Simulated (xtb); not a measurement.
xtb input (GFN2-xTB):

```bash
xtb mol.xyz --gfn 2 --sp --chrg 0 --uhf 0
```
mol.xyz:
```
5

F      0.01084482     0.04138623     2.10541057
Ge     0.00193961     0.00740199     0.37655602
Br    -1.14194764    -1.87086873    -0.25268769
Br     2.18427748    -0.06089507    -0.30539964
Br    -1.04689187     1.91435408    -0.32758375
```

End of the output:

```
         :::::::::::::::::::::::::::::::::::::::::::::::::::::
         ::                     SUMMARY                     ::
         :::::::::::::::::::::::::::::::::::::::::::::::::::::
         :: total energy             -19.097581947247 Eh    ::
         :: gradient norm              0.016143312859 Eh/a0 ::
         :: HOMO-LUMO gap              4.029937147136 eV    ::
         ::.................................................::
         :: SCC energy               -19.112802655237 Eh    ::
         :: -> isotropic ES           -0.000494904700 Eh    ::
         :: -> anisotropic ES          0.003936083657 Eh    ::
         :: -> anisotropic XC         -0.015742590094 Eh    ::
         :: -> dispersion             -0.006304010099 Eh    ::
         :: repulsion energy           0.015220707990 Eh    ::
         :: add. restraining           0.000000000000 Eh    ::
         :: total charge              -0.000000000000 e     ::
         :::::::::::::::::::::::::::::::::::::::::::::::::::::

           -------------------------------------------------
          |                Property Printout                |
           -------------------------------------------------

    * Orbital Energies and Occupations

         #    Occupation            Energy/Eh            Energy/eV
      -------------------------------------------------------------
         1        2.0000           -0.8860638             -24.1110
       ...           ...                  ...                  ...
         4        2.0000           -0.8578646             -23.3437
         5        2.0000           -0.6817263             -18.5507
         6        2.0000           -0.5568176             -15.1518
         7        2.0000           -0.5568176             -15.1518
         8        2.0000           -0.5557366             -15.1224
         9        2.0000           -0.5160092             -14.0413
        10        2.0000           -0.5160092             -14.0413
        11        2.0000           -0.4837699             -13.1640
Note: The following floating-point exceptions are signalling: IEEE_DENORMAL
normal termination of xtb
        12        2.0000           -0.4837613             -13.1638
        13        2.0000           -0.4837613             -13.1638
        14        2.0000           -0.4767692             -12.9735
        15        2.0000           -0.4767692             -12.9735
        16        2.0000           -0.4732733             -12.8784 (HOMO)
        17                         -0.3251758              -8.8485 (LUMO)
        18                         -0.1717835              -4.6745
        19                         -0.1717835              -4.6745
        20                         -0.1636088              -4.4520
        21                         -0.0332632              -0.9051
        22                         -0.0332632              -0.9051
        23                         -0.0309289              -0.8416
        24                         -0.0309289              -0.8416
        25                         -0.0249322              -0.6784
        26                         -0.0150227              -0.4088
        27                         -0.0150227              -0.4088
       ...                                ...                  ...
        40                          1.7215814              46.8466
      -------------------------------------------------------------
                  HL-Gap            0.1480975 Eh            4.0299 eV
             Fermi-level           -0.3992246 Eh          -10.8635 eV

     #   Z          covCN         q      C6AA      α(0)
     1   9 F        0.716    -0.252    11.796     4.056
     2  32 Ge       3.241     0.428   186.942    25.730
     3  35 Br       0.850    -0.059   186.418    22.014
     4  35 Br       0.850    -0.059   186.418    22.014
     5  35 Br       0.850    -0.059   186.418    22.014

 Mol. C6AA /au·bohr⁶  :       3338.828033
 Mol. C8AA /au·bohr⁸  :     220307.387063
 Mol. α(0) /au        :         95.826411

Wiberg/Mayer (AO) data.
largest (>0.10) Wiberg bond orders for each atom

 ---------------------------------------------------------------------------
     #   Z sym  total        # sym  WBO       # sym  WBO       # sym  WBO
 ---------------------------------------------------------------------------
     1   9 F    1.254 --     2 Ge   1.047
     2  32 Ge   4.179 --     1 F    1.047     5 Br   1.044     3 Br   1.044
                             4 Br   1.044
     3  35 Br   1.378 --     2 Ge   1.044     4 Br   0.132     5 Br   0.132
     4  35 Br   1.378 --     2 Ge   1.044     3 Br   0.132     5 Br   0.132
     5  35 Br   1.378 --     2 Ge   1.044     3 Br   0.132     4 Br   0.132
 ---------------------------------------------------------------------------

Topologies differ in total number of bonds
Writing topology from bond orders to xtbtopo.mol

molecular dipole:
                 x           y           z       tot (Debye)
 q only:       -0.003      -0.012      -0.600
   full:        0.002       0.006       0.316       0.804
molecular quadrupole (traceless):
                xx          xy          yy          xz          yz          zz
 q only:        1.162      -0.000       1.161      -0.018      -0.068      -2.323
  q+dip:       -2.521       0.001      -2.518       0.039       0.149       5.039
   full:       -2.192       0.001      -2.189       0.034       0.129       4.381

           -------------------------------------------------
          | TOTAL ENERGY              -19.097581947247 Eh   |
          | GRADIENT NORM               0.016143312859 Eh/α |
          | HOMO-LUMO GAP               4.029937147136 eV   |
           -------------------------------------------------

------------------------------------------------------------------------
------------------------------------------------------------------------
 total:
 SCF:
```
